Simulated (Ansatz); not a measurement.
Start from `CNC(N)=S` and change one atom or group to get `NC(=S)[O][AlH2]`.

Ansatz, PBE0-D4/def2-TZVP geometries, multiplicity 1. Each molecule was computed in one conformer, which needn't be the lowest.

```
                                      property  `CNC(N)=S`
       HOMO–LUMO gap (ωB97M-V/def2-TZVPP) / eV        9.98
            HOMO energy (PBE0/def2-TZVPP) / eV       -5.85
         HOMO energy (ωB97M-V/def2-TZVPP) / eV       -8.04
          HOMO–LUMO gap (PBE0/def2-TZVPP) / eV        6.09
size of the dipole moment (PBE/def2-TZVPP) / D        5.50
         LUMO energy (ωB97M-V/def2-TZVPP) / eV        1.94
```

(1) Give the same properties after the change, and the shifts. (An estimate is asked.)

## Answers

(1) The calculation gave: 
| property | `NC(=S)[O][AlH2]` | shift |
| --- | --- | --- |
| HOMO–LUMO gap (ωB97M-V/def2-TZVPP) / eV | 7.99 | -1.99 |
| HOMO energy (PBE0/def2-TZVPP) / eV | -6.09 | -0.24 |
| HOMO energy (ωB97M-V/def2-TZVPP) / eV | -8.28 | -0.24 |
| HOMO–LUMO gap (PBE0/def2-TZVPP) / eV | 4.18 | -1.91 |
| size of the dipole moment (PBE/def2-TZVPP) / D | 4.90 | -0.60 |
| LUMO energy (ωB97M-V/def2-TZVPP) / eV | -0.29 | -2.23 |

With PBE0 the HOMO falls by 0.24 eV and the LUMO falls by 2.13 eV, so the gap narrows by about 1.89 eV. PBE moves the HOMO by -0.25 eV and ωB97M-V by -0.24 eV. Dipoles are sizes alone; their direction can turn.
